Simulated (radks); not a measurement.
The numbers below are computed, except where a source is named.
Task: All-electron atom: the platinum ion Pt3+ in [Xe] 4f14 5d7. Level of theory: scalar-relativistic Kohn-Sham, Slater X-alpha with alpha = 0.883, spin-polarised, spherical densities, finite nucleus; open shells are filled with parallel spins first (spin-orbit coupling, left out, can overturn this in heavy ions); Fermi nuclear charge, rms radius 5.427 fm (a radial shooting solver on a logarithmic mesh with Libxc functionals). Some entries of the table are withheld. Estimate them.

orbital  occ.  eigenvalue (eV)  <1/r> (bohr^-1)
1s down     1        -78629.60            93.95
1s up       1        -78629.60            93.95
2s up       1        -13885.16            22.05
2s down     1        -13884.85            22.05
2p up       3        -12057.93            19.71
2p down     3        -12057.68            19.71
3s up       1        -3300.859            8.183
3s down     1        -3300.715            8.183
3p up       3        -2767.531            7.490
3p down     3        -2767.378            7.490
3d up       5        -2187.615            7.060
3d down     5        -2187.389            7.060
4s up       1        -743.5048            3.507
4s down     1        -743.1914            3.507
4p up       3        -567.9127            3.175
4p down     3        -567.5924            3.175
4d up       5        -353.9952            2.846
4d down     5        -353.6062            2.847
5s up       1              (1)            1.434
5s down     1              (2)            1.444
4f up       7              (3)            2.421
4f down     7              (4)            2.427
5p up       3         -96.7055            1.225
5p down     3         -93.7890            1.234
5d up       5         -43.3780           0.8999
5d down     2         -40.0701           0.8992

Result: 
(1) 5s up eigenvalue (eV): -143.3924
(2) 5s down eigenvalue (eV): -140.9737
(3) 4f up eigenvalue (eV): -115.3296
(4) 4f down eigenvalue (eV): -114.7594
